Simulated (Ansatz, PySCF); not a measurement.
Energy difference R1 → P1 + P2, each structure at its B3LYP-D3(BJ)/def2-SVP stationary point, reached from a drawn start (curvature not checked).
R1: Cl6Si2 (SMILES Cl[Si](Cl)(Cl)[Si](Cl)(Cl)Cl), charge 0, multiplicity 1.
P1, Cl2Si (SMILES Cl[Si]Cl) (charge 0, multiplicity 1):
| atom | x (Å) | y (Å) | z (Å) |
|---|---|---|---|
| Si | 0.0000 | 0.0000 | -0.8856 |
| Cl | 1.6327 | 0.0000 | 0.4428 |
| Cl | -1.6327 | 0.0000 | 0.4428 |
P2: SiCl4 (SMILES Cl[Si](Cl)(Cl)Cl), charge 0, multiplicity 1.

P less R. No zero-point or thermal terms. One arrangement of each flexible species, with no search for the lowest.

Cores are frozen in the correlated methods.

Run with Ansatz (Gaussian basis) for Hartree–Fock, density functionals and correlated methods; PySCF for the D3/D4 terms. No computed number here is a measurement.

Predict the reaction energy from CCSD(T)/cc-pV(T+d)Z.

1.48 eV

Predict the reaction energy from PBE0-D4/def2-TZVPP.

1.71 eV

What is the computed reaction energy (CCSD/cc-pV(D+d)Z)?

1.28 eV

Ansatz is a program for electronic structure.
